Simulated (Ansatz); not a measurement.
The cluster Mg4Se5, relaxed as a singlet with RKS PBE-D4/def2-SVP in Ansatz, starting from the GFN1-xTB geometry. Force threshold 0.03 eV/Å.

The restricted singlet is unstable towards broken spin symmetry in Hartree–Fock (as tested in another run); at PBE-D4/def2-SVP this wasn't settled. The structure comes from a short search, and lower isomers may exist.

Start:

```xyz
9

Mg    0.2151   -0.3107    3.1014
Mg   -0.5276   -1.4772   -2.0490
Mg   -1.9737    1.4890    2.1658
Mg    0.9044    2.2088    1.5434
Se    0.8294   -0.5331    0.2259
Se    1.7913   -2.0313   -1.1545
Se   -1.2744   -1.4086    0.3957
Se    0.3713    1.4220   -1.0760
Se   -0.3357    0.6412   -3.1527
```

```tsv
step	energy (eV)	largest force component (eV/Å)	SCF passes
1	-348420.6592	1.709	26
2	-348421.3641	0.516	32
3	-348421.4957	0.293	31
4	-348421.5972	0.512	32
5	-348421.7409	0.465	39
6	-348421.9873	0.384	44
7	-348422.2885	0.542	37
8	-348422.6203	0.590	30
9	-348422.9113	0.686	29
10	-348423.1989	0.598	29
11	-348423.4610	0.554	31
13	-348423.8484	0.431	25
15	-348424.1956	0.309	31
17	-348424.3294	0.364	30
19	-348424.8720	0.761	32
21	-348425.4787	0.422	29
23	-348425.7840	0.432	29
25	-348426.0048	0.175	28
27	-348426.1526	0.371	27
29	-348426.3387	0.269	28
31	-348426.4309	0.207	28
33	-348426.4520	0.051	23
34	-348426.4536	0.023	23
```

Force components are those of the run's own axes.

End:

```tsv
atom	x (Å)	y (Å)	z (Å)
Mg1	0.428	-1.027	1.344
Mg2	-0.621	-0.882	-1.306
Mg3	-2.057	1.317	0.510
Mg4	0.159	2.960	1.020
Se5	2.824	-1.173	0.564
Se6	1.289	-2.656	-0.643
Se7	-2.071	-1.156	0.978
Se8	1.136	0.972	-0.588
Se9	-1.088	1.645	-1.878
```

Bonds lost: Mg2–Se5, Mg4–Se5, Se5–Se7 (atoms count from 1). Bonds formed: Mg1–Se6, Mg1–Se8, Mg3–Se7, Mg3–Se9 (atoms count from 1). Metal–metal contacts that move far: Mg1–Mg2 5.33 to 2.85 Å, Mg2–Mg3 5.35 to 3.19 Å, Mg1–Mg4 3.04 to 4.01 Å, Mg1–Mg3 2.98 to 3.52 Å.

No frequencies were taken in this run, so the end may be a saddle point.

It took 2.3 min on 4 threads of Intel Xeon on a shared host, peak host memory 0.62 GiB.
